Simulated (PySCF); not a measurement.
## Working out the excitation energy of In⁺

In⁺ [Kr] 4d10 5s2 (1S) → In⁺ [Kr] 4d10 5s1 5p1 (3P). Computed with PySCF 2.14 in def2-TZVPPD with the def2 core potential (28 electrons), with a scalar-relativistic core potential. Frozen: 4s2 4p6 4d10. Energies in hartree (1 hartree = 27.21139 eV):

```
            part  In⁺ (lower)  In⁺ (upper)
             UHF  -189.018398  -188.868273
CCSD correlation    -0.032902    -0.003441
             (T)     0.000000     0.000000
```

**Question.** What does Hartree-Fock give?

**Answer.** (-188.868273) − (-189.018398) = 0.150125 hartree = 4.085 eV.

**Question.** What do CCSD and CCSD(T) give?

**Answer.** The CCSD correlation energies differ by 0.029461 hartree = 0.802 eV and the triples by 0.000000 hartree = 0.000 eV, so CCSD gives 4.887 eV and CCSD(T) 4.887 eV.

Measured between the centres of the two terms (NIST): 5.531 eV, so CCSD(T) (valence) is off by -0.644 eV.

What remains against the reference includes basis incompleteness, the frozen core and higher excitations.
